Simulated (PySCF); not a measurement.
Si(OH)3OCH3, optimised at PBE/def2-SVP:

```xyz
12

C      1.8718    -0.3275    -0.0984
O      0.8183     0.5883     0.1501
Si    -0.7958     0.2099     0.0266
O     -1.4352    -0.7361     1.2408
O     -1.5981     1.6678     0.0848
O     -0.9614    -0.6683    -1.3784
H      1.6757    -0.9515    -0.9979
H      2.0329    -1.0078     0.7684
H      2.8086     0.2441    -0.2632
H     -1.7075    -0.2271     2.0241
H     -1.0842     2.4021    -0.2945
H     -1.7488    -1.2390    -1.3929
```

Computed with PySCF (xtb for GFN2) and rigid-rotor harmonic-oscillator thermochemistry at 1 bar. 6-31G* has spherical d functions here. All species are closed-shell singlets. B3LYP is the form with VWN-RPA correlation. Si(OH)3OCH3: computed as isolated molecules; such fragments, hydroxides, amides, oligomers or adducts are transient or little studied in the gas.

Task: List the harmonic frequencies (cm⁻¹, unscaled) at this level and at the other levels, each on its own geometry.

Result: 
- PBE/def2-SVP: 65, 87, 153, 195, 221, 256, 266, 333, 346, 367, 397, 687, 791, 809, 815, 876, 948, 970, 1122, 1138, 1173, 1416, 1424, 1429, 2933, 3011, 3041, 3766, 3767, 3773
- B3LYP/6-31G*: 73, 83, 162, 212, 233, 269, 293, 350, 360, 394, 417, 713, 839, 864, 874, 914, 987, 1003, 1142, 1193, 1223, 1512, 1531, 1536, 3039, 3106, 3131, 3801, 3802, 3806
- GFN2-xTB: 82, 98, 148, 212, 220, 235, 282, 303, 310, 336, 383, 720, 828, 848, 855, 889, 945, 962, 1135, 1142, 1161, 1412, 1475, 1487, 2952, 2974, 2986, 3689, 3693, 3699
- HF/6-31G*: 73, 91, 166, 212, 246, 280, 317, 373, 377, 428, 459, 767, 892, 913, 926, 969, 1042, 1057, 1246, 1302, 1333, 1642, 1659, 1661, 3216, 3285, 3308, 4122, 4123, 4127
- PBE0/def2-TZVP: 75, 81, 155, 196, 234, 263, 292, 352, 355, 388, 419, 728, 821, 831, 838, 916, 981, 1002, 1160, 1186, 1222, 1482, 1498, 1501, 3032, 3100, 3126, 3928, 3930, 3933
